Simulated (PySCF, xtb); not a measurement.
Al(Me)(SiH3)2 (CH₉AlSi₂), SMILES [CH3][Al]([SiH3])[SiH3].

GFN2-xTB run with xtb 6.7.1 at its own geometry gives an orbital gap of 3.00 eV and a dipole moment of 1.18 D.

Coordinates come from a ωB97X-D3(BJ)/def2-SVP optimisation. The structure was generated by enumeration; whether it is a known compound was not checked.

Task: What does PBE0/def2-TZVP run with PySCF give? (The exact figures need the calculation; the answer reports its results.)

Result: gap 5.01 eV (levels -7.06 and -2.05 eV), dipole 1.30 D.
